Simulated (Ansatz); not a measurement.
Correlation energies of Cl2H4N2Ti (`[NH2][Ti]([NH2])([Cl])[Cl]`) by basis set

Z-matrix (Å, degrees):
```
Ti
N 1 1.851
Cl 1 2.210 2 109.9
N 1 1.856 2 105.6 3 117.7
Cl 1 2.210 2 109.9 3 -124.5
H 2 1.012 1 124.0 3 146.2
H 2 1.012 1 124.0 3 -21.6
H 4 1.009 1 126.4 2 -0.0
H 4 1.012 1 122.6 2 180.0
```

Charge 0, multiplicity 1. Correlated methods include outer-core shells of Ti, which these sets cover unevenly. Scalar relativity is left out up to krypton. Geometry: relaxed with PBE0-D4/def2-TZVP. It is one conformer, not always the lowest. Frozen core, restricted reference, the Gaussian-basis code of Ansatz.

| basis | HF (Eh) | MP2 corr. |
| --- | --- | --- |
| def2-SVP | -1878.32579 | -0.93104 |
| def2-TZVPP | -1878.90514 | -1.25285 |
| def2-QZVPP | -1878.95133 | -1.35842 |

(1) Estimate the CCSD correlation energy and the (T) correction in each basis where they were run (hartree).

Results:

(1) 
```
     basis  CCSD corr.       (T)
  def2-SVP    -0.95841  -0.04449
def2-TZVPP    -1.28251  -0.07111
```
